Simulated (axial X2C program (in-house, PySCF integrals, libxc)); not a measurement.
# Testing model relations on CdH

A bond curve at the CCSD(T) level, with spin–orbit coupling, was computed with an in-house relativistic program for diatomic molecules (basis Cd dyall-cv3z [12s12p8d5f3g], H dyall-v3z [6s2p1d] (cores contracted in-house)) for the state Ω = 1/2 (⟨Sz⟩ = 0.50, ⟨Lz⟩ = 0.00 at HF). Its fit gives Re = 1.7626 Å, ωe = 1451.9 cm⁻¹, ωexe = 48.9 cm⁻¹ and αe = 2.281e-01 cm⁻¹; the masses are 113.9034 and 1.0078 u. Two-component means X2C with spin–orbit coupling and atomic mean-field Coulomb and Gaunt terms.

Correlated methods: 13 electrons correlated (number of frozen shells: Cd 4 s, 3 p, 1 d; H none), 207 virtual spin orbitals or spinors in MP2, 90 natural virtuals in coupled cluster.

Problem. Find the reduced mass, Be and the force constant.

Solution. From the CCSD(T) values: μ = 0.9990 u. Be = 16.8576/(μ Re²) = 5.432 cm⁻¹. k = 5.8918×10⁻⁷ μ ωe² = 1.24 mdyn/Å.

Problem. Estimate the centrifugal constant by the Kratzer relation.

Solution. D = 4Be³/ωe² = 3.04e-04 cm⁻¹.

Problem. A Morse curve ties αe to the other constants (Pekeris). How well does that hold?

Solution. αe(Morse) = 6Be²/ωe × (√(ωexe/Be) − 1) = 2.439e-01 cm⁻¹; the CCSD(T) curve gives 2.281e-01 cm⁻¹, a ratio of 1.07.

Problem. Where do the fundamental and the first overtone lie?

Solution. ν(1←0) = ωe − 2ωexe = 1354.1 cm⁻¹; ν(2←0) = 2ωe − 6ωexe = 2610.4 cm⁻¹.

Problem. Scale the constants to the deuteride (D 2.0141 u) within the Born–Oppenheimer picture.

Solution. ρ = √(μH/μD) = 0.7105; ωe = 1031.5, ωexe = 24.7, Be = 2.742 cm⁻¹; the zero-point energy falls by 204 cm⁻¹.

Occupations by symmetry block were frozen at the best pattern of an incomplete PBE0 search. CCSD and (T) use frozen natural virtuals with an MP2 correction for the truncation; (T) itself is uncorrected, so its De runs slightly low.
